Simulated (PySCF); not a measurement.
# Frontier orbitals and the lowest excitations

Compound: C3H8GaN.
Structure used (PBE0-D3(BJ)/def2-SVP), in Å, numbered top down from 1:
```
atom  x, y, z in Å
C1     2.8901   -0.7795   -0.0075
C2     1.5712   -0.2263    0.2149
N3     0.5227    0.2161    0.3940
Ga4   -1.4253    1.0855    0.7527
C5    -2.5026   -0.0469   -0.4714
H6     2.8061   -1.8174   -0.3600
H7     3.4222   -0.1844   -0.7633
H8     3.4630   -0.7647    0.9307
H9    -1.0572    2.5565    0.2955
H10   -1.4810    0.7898    2.3074
H11   -2.1730    0.0544   -1.5173
H12   -3.5599    0.2622   -0.4289
H13   -2.4594   -1.1112   -0.1923
```

Method: TDDFT CAM-B3LYP/def2-SVPD, vertical, gas phase, core orbitals frozen in the response in PySCF. The CAM-B3LYP/def2-SVPD calculation is non-relativistic and has no spin–orbit coupling, an omission that weighs most on gallium.

Kohn–Sham orbitals with the atoms that hold most of them (Löwdin shares over 4%, at most four atoms; ? is withheld):

```
orbital  ε (eV)                             atoms
 HOMO-3  -11.65  C5 48%, H11 20%, H13 20%, Ga4 4%
 HOMO-2  -11.23  C5 30%, Ga4 18%, H12 17%, N3 11%
 HOMO-1   -8.43                                 ?
   HOMO   -8.27    C5 39%, Ga4 26%, H9 8%, H10 8%
   LUMO       ?                                 ?
 LUMO+1    0.65     N3 33%, C2 31%, C1 14%, H8 6%
 LUMO+2    0.68     N3 34%, C2 32%, C1 15%, H7 9%
```

Q: Give the leading atoms of the HOMO-1.

A: Ga4 (bonded to C, N and 2 H) 39%; H10 (bonded to Ga) 26%; H9 (bonded to Ga) 26%; C5 (bonded to Ga and 3 H) 4%. By element: hydrogen 52% or more, gallium 39%, carbon 4% or more.

Q: Give the leading atoms of the LUMO.

A: C1 (bonded to C and 3 H) 36%; C2 (bonded to C and N) 22%; H6 (bonded to C) 10%; Ga4 (bonded to C, N and 2 H) 10%. By element: carbon 58% or more, hydrogen 10% or more, gallium 10%.

Q: What is the LUMO energy, and the HOMO–LUMO gap?

A: ε(LUMO) = 0.38 eV; the gap is 8.65 eV (0.3181 hartree).

Q: How does S1 compare with the orbital gap of 8.65 eV?

A: S1 is at 6.29 eV (f = 0.0005), 2.37 eV below the gap, made of HOMO→LUMO+2 (71%), HOMO-1→LUMO+1 (23%). Its leading pair isn't HOMO and LUMO; the energies of that pair differ by 8.95 eV. 

Next come S2 at 6.30 eV (f 0.045), HOMO→LUMO+1 (77%), HOMO-1→LUMO+2 (13%); S3 at 6.32 eV (f 0.0070), HOMO-1→LUMO+1 (69%), HOMO→LUMO+2 (24%); S4 at 6.54 eV (f 0.135), HOMO-1→LUMO+2 (78%); S5 at 6.65 eV (f 0.040), HOMO→LUMO (68%), HOMO→LUMO+4 (14%), HOMO→LUMO+1 (8%).

On an Arm Neoverse N1 with one thread, shared host with 64 logical CPUs at a one-minute load of 62, this took 2.1 min wall and 1.0 GiB of memory at its peak.
